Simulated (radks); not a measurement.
Q: Er48+, 20 electrons, occupied as [Ar] 3d2 (the NIST ground configuration). Calculated with a radial shooting solver on a logarithmic mesh with Libxc functionals: Dirac Kohn-Sham, BLYP, spin-unpolarised, spherical densities, point nucleus; open shells are shared between the two j in proportion to 2j + 1. Some entries of the table are withheld. Estimate them.

orbital  occ.  eigenvalue (eV)  <r^2> (bohr^2)  <1/r> (bohr^-1)
1s1/2       2        -60376.07       0.0005676            77.60
2s1/2       2        -12607.20        0.008630            18.80
2p1/2       2        -12175.97        0.006218              (1)
2p3/2       4        -11246.02        0.007389              (2)
3s1/2       2        -4755.109         0.05096            7.372
3p1/2       2        -4586.661         0.04625            7.297
3p3/2       4        -4357.868         0.05137            6.648
3d3/2     0.8              (3)             (4)            6.524
3d5/2     1.2              (5)             (6)            6.365
4s1/2       0        -2460.002          0.1865            3.751
4p1/2       0        -2386.932          0.1811            3.708
4p3/2       0        -2304.029          0.1957            3.461

A: 
(1) 2p1/2 <1/r> (bohr^-1): 18.74
(2) 2p3/2 <1/r> (bohr^-1): 16.27
(3) 3d3/2 eigenvalue (eV): -4107.286
(4) 3d3/2 <r^2> (bohr^2): 0.03845
(5) 3d5/2 eigenvalue (eV): -4053.877
(6) 3d5/2 <r^2> (bohr^2): 0.03981
